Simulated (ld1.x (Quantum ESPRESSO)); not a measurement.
**Reading a pseudo-wave (O (Z = 8))**

Columns: radius, all-electron u(r) and pseudo u(r) of the 2s shell (level -39.61 eV) of oxygen in the configuration [He] 2s2 2p3; PBE, non-relativistic, RRKJ scheme, ld1.x (Quantum ESPRESSO) 7.5.

| r (bohr) | all-electron | pseudo |
| --- | --- | --- |
| 0.068 | 0.4038 | -0.0850 |
| 0.135 | 0.4133 | -0.1662 |
| 0.202 | 0.2501 | -0.2431 |
| 0.270 | 0.0207 | -0.3189 |
| 0.338 | -0.2144 | -0.4008 |
| 0.405 | -0.4241 | -0.4982 |
| 0.473 | -0.6030 | -0.6186 |
| 0.540 | -0.7431 | -0.7438 |
| 0.608 | -0.8493 | -0.8493 |
| 0.675 | -0.9219 | -0.9219 |
| 0.742 | -0.9669 | -0.9669 |
| 0.810 | -0.9890 | -0.9890 |
| 0.878 | -0.9918 | -0.9918 |
| 0.945 | -0.9797 | -0.9797 |
| 1.013 | -0.9558 | -0.9558 |
| 1.080 | -0.9237 | -0.9237 |
| 1.148 | -0.8849 | -0.8849 |
| 1.215 | -0.8426 | -0.8426 |
| 1.283 | -0.7970 | -0.7970 |
| 1.350 | -0.7508 | -0.7508 |
| 1.418 | -0.7037 | -0.7037 |
| 1.485 | -0.6577 | -0.6577 |
| 1.553 | -0.6121 | -0.6121 |
| 1.620 | -0.5686 | -0.5686 |
| 1.688 | -0.5264 | -0.5264 |
| 1.755 | -0.4868 | -0.4868 |

Q: How many radial nodes do the two functions have?

A: The all-electron 2s function has n − l − 1 = 1; the pseudo-wave has 0, since the states of the same l below it are removed with the core.

Q: At about which radius was the pseudo-wave matched?

A: 0.60 bohr, where the columns begin to agree (steps of 0.07 bohr).

Q: Is the pseudo-wave norm-conserving?

A: Yes: the RRKJ scheme keeps the norm inside the radius equal to the all-electron one, which fixes the energy derivative of the logarithmic derivative at the level.
